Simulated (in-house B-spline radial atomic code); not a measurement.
# RPA and G0W0 on PBE: the bromine ion Br⁵⁺

Configuration [Ar] 3d10 4s2, mean-field start PBE. Computed with an all-electron radial atomic-structure program (B-spline basis): all electrons, scalar-relativistic (spin-free one-electron X2C), finite nucleus, each spin shell either full or empty, empty states to l = 9 with an (l + 1/2)⁻⁴ tail; G0W0 by contour deformation at full frequency.

Command:
```bash
python run_gw.py task.json out
```
Settings (radii: box in bohr, nucleus in fm):
```
Z                        35
electrons                30
configuration            [Ar] 3d10 4s2
hamiltonian              x2c
method                   pbe,pbe
lmax                     9
rms_radius               4.1629
spin_polarised           False
box_radius               10.43
intervals                67
ion_configuration        [Ar] 3d10 4s1
```

Cost of the run: 3.8 s on 1 thread of Arm Neoverse V2 (shared host).

Energies (hartree):

```tsv
term	value
mean-field total	-2599.55595
Hartree-Fock functional on these orbitals	-2598.22172
direct second order	-2.6666
second-order exchange	0.77715
SOSEX correction	0.71066
```

Problem. What is the RPA correlation energy, and what remains with SOSEX?

Solution. RPA gives -2.3174 hartree (-2.1 eV per electron); RPA + SOSEX gives -1.6068, and the second-order doubles -1.8894 hartree (no singles). RPA lacks exchange-type terms and so overcorrelates at short range.

Quasi-particle levels (eV):

```csv
level,occupied,mean field,Σx - vxc,Σc,QP weight,G0W0
4s,yes,-81.01,-4.65,?,?,?
3d,yes,-137.15,-19.60,3.84,0.928,-152.90
4p,no,-65.28,7.40,-1.78,0.959,-59.66
```

G0W0 = mean field + (Σx - vxc) + Σc, with Σc (partial-wave tail included) taken at the quasi-particle energy. Only the outer levels were computed. Levels of low weight are left out.

Problem. Where does G0W0 put 4s?

Solution. At -88.06 eV, with Σc = -2.41 eV and a quasi-particle weight of 0.962. The tabulated removal energy is 87.39 ± 0.025 eV (NIST, measured); the calculation leaves out spin-orbit coupling, Breit and QED terms, and what these don't explain is the method's own error.

Problem. What does it cost to remove one electron (to [Ar] 3d10 4s1) by differences of total energies, each species on its own start (correlation terms add to the Hartree-Fock functional)?

Solution. PBE 87.99 eV, Hartree-Fock functional 85.25 eV, + RPA 87.95 eV, + RPA + SOSEX 87.32 eV, + second order 88.34 eV. Tabulated: 87.39 ± 0.025 eV (NIST, measured); the calculation leaves out spin-orbit coupling, Breit and QED terms, and what these don't explain is the method's own error.
